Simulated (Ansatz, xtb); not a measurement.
## How methods differ on GaCNCl2 (GaCl2(CN))

GaCNCl2: 5 atoms, total charge 0, spin state singlet. As SMILES, `N#[C][Ga]([Cl])[Cl]`. The shape comes from GFN2-xTB, which is rough for such elements, and wasn't checked as a minimum.

```xyz
5

Ga    0.3240    0.5618    0.0069
Cl    2.4004    0.4615    0.0539
Cl   -0.7952    2.3140   -0.0193
C    -0.6781   -1.1732   -0.0154
N    -1.2511   -2.1641   -0.0261
```

Each level gives the dipole moment (D). The values are calculated.

| level | kind | program | value (D) | CPU time |
| --- | --- | --- | --- | --- |
| GFN0-xTB | semi-empirical | xtb | 4.11 | under 2 s |
| GFN1-xTB | semi-empirical | xtb | 2.11 | under 2 s |
| GFN2-xTB | semi-empirical | xtb | 2.23 | under 2 s |
| HF/STO-3G | Hartree–Fock | Ansatz | 1.40 | 2.1 s |
| HF/3-21G | Hartree–Fock | Ansatz | 1.59 | 2.9 s |
| HF/def2-SVP | Hartree–Fock | Ansatz | 2.75 | 6.8 s |
| B3LYP/6-31G | global hybrid | Ansatz | 2.00 | 9.7 s |
| B3LYP/6-31G* (spherical functions) | global hybrid | Ansatz | 2.49 | 14 s |
| PBE0/def2-SVP | global hybrid | Ansatz | 2.62 | 13 s |
| B3LYP/6-31G* (Cartesian functions) | global hybrid | Ansatz | 2.48 | 16 s |

All-electron rows without a relativistic Hamiltonian named are non-relativistic. The values span 1.40 to 4.11 D. Magnitudes only. Sets without polarisation functions give poor dipoles. Without the sets that lack polarisation functions the rows with a basis span only 2.48 to 2.75 D. CPU times are rough (shared hosts, several kinds of processor and program).
